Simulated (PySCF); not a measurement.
Species: C₇H₉O₂P.
Geometry (PBE0-D3(BJ)/def2-SVP, Å), atoms numbered from 1 in this order:
```
atom  x, y, z in Å
C1    -2.039    1.188   -0.119
C2    -1.987   -0.284    0.189
C3    -1.340   -0.799    1.513
P4    -0.565   -1.364    0.003
O5    -0.541   -2.736   -0.585
C6     0.943   -0.443   -0.270
C7     1.992   -0.770   -1.083
C8     2.958    0.268   -0.914
C9     2.420    1.137   -0.011
O10    1.203    0.715    0.386
H11   -1.073    1.675    0.075
H12   -2.798    1.687    0.507
H13   -2.301    1.362   -1.173
H14   -2.911   -0.831   -0.047
H15   -0.794   -0.058    2.109
H16   -1.924   -1.508    2.108
H17    2.050   -1.655   -1.712
H18    3.929    0.355   -1.396
H19    2.772    2.065    0.432
```

Level: PBE0/pcSseg-1 in PySCF, non-relativistic, on one gas-phase PBE0-D3(BJ)/def2-SVP geometry that isn't relaxed in the solvent. The solvent is an IEF-PCM continuum (cavity from Bondi-type radii × 1.2). The model holds no explicit solvent molecules, cavitation or dispersion.

Gas phase at PBE0/pcSseg-1: HOMO -6.79 eV, LUMO -0.72 eV, dipole 4.07 D.

Problem. What does the continuum do to the energy, the frontier levels and the dipole at PBE0/pcSseg-1 in chloroform and acetone?

Solution. 
```tsv
solvent	ε	E(solvent) − E(gas) (kJ/mol)	polarisation term (kJ/mol)	distortion of the solute (kJ/mol)	HOMO (eV)	LUMO (eV)	dipole (D)
chloroform	4.711	-27.29	-30.72	3.43	-6.77	-0.64	4.97
acetone	20.49	-35.90	-41.98	6.08	-6.77	-0.64	5.29
```

The first energy column is the sum of the next two and covers electrostatics alone. From chloroform to acetone the lowering changes by a factor 1.32, Onsager's factor (ε − 1)/(2ε + 1) by 1.30 and ε itself by 4.3.

Problem. Which radius a makes the point-dipole formula ΔE = −[(ε − 1)/(2ε + 1)]·μ²/a³ give the value in acetone, with the gas-phase dipole?

Solution. μ = 1.603 au and |ΔE| = 0.01367 Eh give a = 2.35 Å; the farthest nucleus lies 4.19 Å from the centroid of the nuclei, so such a sphere wouldn't even hold the nuclei. The formula assumes a rigid point dipole at the centre of a sphere.

Problem. Give the dipole vector in the frame of the coordinates (D, pointing from negative to positive charge), gas and acetone.

Solution. Gas (0.83, 3.88, 0.94), solvent (0.84, 5.04, 1.37). Its length changes by +30 % and its direction by 3°.

Problem. Which ESP-fitted charges (PBE0/pcSseg-1) respond most in acetone (means over atoms taken as equivalent)?

Solution. 
```csv
atoms,environment,gas (e),solvent (e),change
O5,phosphoryl oxygen,-0.546,-0.628,-0.082
C6,substituted aromatic carbon,+0.075,+0.045,-0.030
C8,aromatic CH carbon,-0.234,-0.261,-0.027
C2,sp3 carbon bound to phosphorus,-0.034,-0.008,+0.026
P4,phosphoryl phosphorus,+0.521,+0.547,+0.026
C9,aromatic CH next to a ring oxygen,-0.116,-0.095,+0.021
```
